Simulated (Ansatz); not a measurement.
Born–Oppenheimer molecular dynamics of C$_{4}$H$_{12}$FNSi (19 atoms, charge 0, multiplicity 1). It starts from a relaxed structure.

Method: RKS CAM-B3LYP-D4/STO-3G in Ansatz 0.2.0.

```json
{
  "ensemble": "NVE (velocity Verlet)",
  "time step": "1 fs",
  "steps asked": "410",
  "starting velocities drawn for": "300 K",
  "seed": "862988"
}
```

First frame:

```xyz
19
Properties=species:S:1:pos:R:3
Si 0.020 -0.039 -0.109
F 0.212 -0.134 1.507
N 1.569 0.025 -0.919
C 2.421 -1.190 -0.928
H 1.800 -2.081 -1.105
H 3.163 -1.125 -1.742
H 2.981 -1.345 0.017
C 2.392 1.253 -0.795
H 3.133 1.294 -1.610
H 1.750 2.143 -0.875
H 2.950 1.318 0.161
C -0.921 1.522 -0.516
H -1.975 1.426 -0.239
H -0.521 2.392 0.010
H -0.877 1.730 -1.589
C -0.891 -1.558 -0.700
H -1.944 -1.519 -0.410
H -0.848 -1.633 -1.790
H -0.469 -2.478 -0.284
```

Problem. How far do the bonds stretch over the last three quarters of this one trajectory? (Pairs bonded in most of those frames.)

Solution. 
| bond | mean (Å) | spread (Å) | shortest | longest |
| --- | --- | --- | --- | --- |
| Si1–F2 | 1.631 | 0.018 | 1.59 | 1.67 |
| Si1–N3 | 1.747 | 0.030 | 1.68 | 1.80 |
| Si1–C12 | 1.875 | 0.015 | 1.84 | 1.91 |
| Si1–C16 | 1.869 | 0.022 | 1.83 | 1.92 |
| N3–C4 | 1.479 | 0.022 | 1.43 | 1.53 |
| N3–C8 | 1.482 | 0.024 | 1.43 | 1.54 |
| C4–H5 | 1.101 | 0.009 | 1.08 | 1.12 |
| C4–H6 | 1.108 | 0.020 | 1.06 | 1.15 |
| C4–H7 | 1.109 | 0.021 | 1.07 | 1.15 |
| C8–H9 | 1.107 | 0.010 | 1.08 | 1.13 |
| C8–H10 | 1.102 | 0.012 | 1.08 | 1.13 |
| C8–H11 | 1.107 | 0.012 | 1.08 | 1.14 |
| C12–H13 | 1.099 | 0.044 | 1.02 | 1.18 |
| C12–H14 | 1.095 | 0.022 | 1.05 | 1.14 |
| C12–H15 | 1.096 | 0.026 | 1.04 | 1.15 |
| C16–H17 | 1.095 | 0.008 | 1.08 | 1.11 |
| C16–H18 | 1.094 | 0.009 | 1.07 | 1.12 |
| C16–H19 | 1.094 | 0.007 | 1.08 | 1.11 |

Mean temperature of the second half: 138 K. The conserved energy stayed within 1.4 meV per atom of its start (net change 0.34 meV per atom), so the integration is sound. Over the second half the temperature averaged 0.46 of the 300 K drawn at the start: a run that starts near a minimum puts about half its kinetic energy into the potential. A run of 0.41 ps of so small a system gives no equilibrium averages. Limits of this set-up: minimal basis.

Time of the run: 31 min on 1 thread of Intel(R) Xeon(R) Platinum 8488C (Sapphire Rapids), on a shared host, peak memory 0.18 GiB.
